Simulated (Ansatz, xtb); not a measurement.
**C6H9NSi: which of two isomers lies lower**

Structure a: `C=C[Si]1(N)C=CC=C1`, a singlet. Structure b: `C=CC1=CC=C[SiH]1N`, a singlet. Both are isolated molecules in the gas phase, relaxed with PBE0-D3(BJ)/def2-SVP; the shapes shown needn't be the lowest conformers.

a (Å):

| atom | x (Å) | y (Å) | z (Å) |
| --- | --- | --- | --- |
| C | -0.7854 | -3.2344 | -0.5609 |
| C | -0.4313 | -2.2909 | 0.3197 |
| C | 0.7072 | 0.5479 | 0.7846 |
| C | 1.5926 | 0.7332 | 1.7844 |
| C | 2.5599 | -0.3660 | 2.0322 |
| C | 2.4737 | -1.4478 | 1.2322 |
| N | 1.5197 | -1.3176 | -1.6014 |
| Si | 1.0356 | -1.1633 | 0.0582 |
| H | -0.2146 | -3.3889 | -1.4839 |
| H | -1.6474 | -3.8920 | -0.4003 |
| H | -1.0249 | -2.1757 | 1.2358 |
| H | 2.4408 | -0.9752 | -1.8538 |
| H | 0.8483 | -1.0778 | -2.3240 |
| H | -0.0448 | 1.3001 | 0.5336 |
| H | 1.6314 | 1.6340 | 2.4084 |
| H | 3.2945 | -0.2647 | 2.8397 |
| H | 3.1335 | -2.3111 | 1.3430 |

b (Å):

```csv
atom,x (Å),y (Å),z (Å)
C,-2.2501,0.2784,-0.2119
C,-1.2459,0.9769,-0.7677
C,0.1585,0.6510,-0.6287
C,1.1672,1.3050,-1.2613
C,2.5391,0.8126,-1.0352
C,2.6892,-0.2543,-0.2197
N,0.2681,-2.2469,0.1753
Si,0.9764,-0.6878,0.4271
H,-2.0506,-0.6137,0.3899
H,-3.2934,0.5675,-0.3596
H,-1.4863,1.8529,-1.3855
H,0.9946,2.1603,-1.9257
H,3.3770,1.3216,-1.5261
H,3.6718,-0.6733,0.0085
H,0.9014,-0.4293,1.8977
H,0.5060,-3.0149,0.7929
H,0.1318,-2.5764,-0.7744
```

**Question.** Estimate which is lower in electronic energy at CCSD(T)/def2-SVP + ΔMP2/def2-TZVPP, and by roughly how much.

**Answer.** CCSD(T)/def2-SVP + ΔMP2/def2-TZVPP gives E(b) − E(a) = +5.97 kJ/mol, favouring structure a, but this leans on the basis-set step: CCSD(T) alone gives −4.32 kJ/mol.

Level by level:

| level | geometry | E(b) − E(a) (kJ/mol) | departure from the last row (kJ/mol) | job, with rough time for the two |
| --- | --- | --- | --- | --- |
| GFN2-xTB | GFN2-xTB | −74.13 | −80.10 | optimisation, 0.23 s |
| HF/STO-3G | GFN2-xTB | +15.07 | +9.10 | single point, 0.68 s |
| r2SCAN-D4/def2-SVP | GFN2-xTB | −9.38 | −15.35 | single point, 8.4 s |
| PBE0-D3(BJ)/def2-SVP | PBE0-D3(BJ)/def2-SVP | −7.62 | −13.58 | optimisation, 2.2 min |
| HF/def2-SVP | PBE0-D3(BJ)/def2-SVP | +3.61 | −2.36 | part of the CCSD(T) run |
| MP2/def2-SVP | PBE0-D3(BJ)/def2-SVP | −6.40 | −12.37 | part of the CCSD(T) run |
| CCSD(T)/def2-SVP | PBE0-D3(BJ)/def2-SVP | −4.32 | −10.28 | single point |
| CCSD(T)/def2-SVP + ΔMP2/def2-TZVPP | PBE0-D3(BJ)/def2-SVP | +5.97 |  | single point, 4 min |

As drawn, b has 1 C–C, 1 Si–H in place of 1 C–Si, 1 C–H.

GFN2-xTB, r2SCAN-D4/def2-SVP, PBE0-D3(BJ)/def2-SVP, MP2/def2-SVP, CCSD(T)/def2-SVP put the two in the other order. The largest departure from CCSD(T)/def2-SVP + ΔMP2/def2-TZVPP is that of GFN2-xTB, 80.10 kJ/mol. The last row adds to CCSD(T) the change of the MP2 difference between the two basis sets, here +10.28 kJ/mol.

With thermal terms from frequencies at re-optimised GFN2-xTB minima (ideal gas, soft modes damped towards free rotors, one conformer each, 298.15 K, 1 atm): the zero-point term adds −5.09 kJ/mol; ΔH is +0.10 and ΔG +2.64 kJ/mol.

The correlated steps freeze 12 core orbitals. Programs: Ansatz 0.2.0, xtb 6.7.1; the last row on 2 threads of Arm Neoverse V2 on a shared host.
